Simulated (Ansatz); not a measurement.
System: sum formula SnH₂Cl₂ (charge 0, singlet). 
Structure (B3LYP-D3(BJ)/def2-TZVP (Ansatz, an electronic-structure program) minimum search):
SMILES: [Cl][SnH2][Cl]
```xyz
5

Cl    -1.8434     0.9288    -0.0368
Sn    -0.0184    -0.5309     0.0341
Cl     1.9031     0.7968    -0.0742
H     -0.0661    -1.4890    -1.3687
H     -0.0304    -1.3027     1.5482
```

Total electronic energies in hartree. Valence correlation only, unless marked. No spin-orbit coupling. Frozen are the shells of the preceding noble gas and the d and f shells that filled before the atom's block. In def2 rows, elements after Kr have scalar-relativistic effective core potentials. CBS marks a two-point X^-3 extrapolation of the correlation energy; Hartree-Fock from the larger set.

| level | program | energy (Eh) |
|---|---|---|
| revPBE-D4/def2-TZVPD | Ansatz + dftd4 | -1135.89412 |
| PBE0/def2-TZVP | Ansatz | -1135.70856 |
| B2GP-PLYP/def2-TZVPD | Ansatz | -1135.30015 |
| B2PLYP-D4/def2-TZVPD | Ansatz + dftd4 | -1135.46934 |
| PBE-QIDH/def2-TZVPD | Ansatz | -1135.26531 |
| SCS-MP2/def2-SVPD | Ansatz | -1133.68562 |
| SCS-MP2/def2-TZVPP | Ansatz | -1134.10791 |
| CCSD(T)/def2-SVPD | Ansatz | -1133.74073 |
| CCSD(T)/CBS(def2-TZVPPD,def2-QZVPPD) | Ansatz | -1134.2871 |

Totals of different functionals don't rank their quality; only differences between species are comparable.
